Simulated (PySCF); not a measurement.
Geometries of 2 isomers of C2H10GeN2, from PBE0-D3(BJ)/def2-SVP geometry optimisation, gas phase (PySCF). One conformer each, no zero-point energy, no frequencies.

**Question.** Which is lower in electronic energy at this level?
A.
```xyz
15
angstrom
Ge     0.169   -0.010    0.120
N      0.320    0.149    1.943
H     -0.534    0.415    2.426
H      0.716   -0.665    2.405
N      1.910   -0.215   -0.429
H      2.028   -0.464   -1.407
H      2.513    0.576   -0.218
C     -0.730    1.617   -0.484
H     -0.755    1.660   -1.583
H     -0.204    2.507   -0.108
H     -1.768    1.648   -0.119
C     -0.782   -1.589   -0.527
H     -1.824   -1.588   -0.172
H     -0.292   -2.507   -0.172
H     -0.800   -1.610   -1.628
```
B.
```xyz
15
angstrom
Ge     1.046   -0.241    0.033
H      1.310    0.007    1.532
H      2.365   -0.362   -0.770
N     -0.049    1.148   -0.457
C      0.117    2.488    0.051
H     -0.365    1.125   -1.421
H     -0.827    3.057   -0.011
H      0.389    2.450    1.119
H      0.897    3.091   -0.458
N      0.204   -1.834   -0.219
C     -1.111   -2.109    0.303
H      0.423   -2.326   -1.077
H     -1.274   -3.195    0.414
H     -1.213   -1.671    1.309
H     -1.945   -1.705   -0.304
```

**Answer.** A. That is Ge(NH2)2Me2 (`[CH3][Ge]([CH3])([NH2])[NH2]`), 29.7 kcal/mol below the other.

```json
{"SMILES": "[CH3][Ge]([CH3])([NH2])[NH2]", "atoms numbered as above": "–", "E (Eh)": "-2267.89905", "relative (kcal/mol)": "0.0", "relative (kJ/mol)": "0.0", "dipole (D)": "1.06"}
{"SMILES": "[H][Ge]([H])([NH]C)[NH]C", "atoms numbered as above": "–", "E (Eh)": "-2267.85168", "relative (kcal/mol)": "29.7", "relative (kJ/mol)": "124.4", "dipole (D)": "1.25"}
```
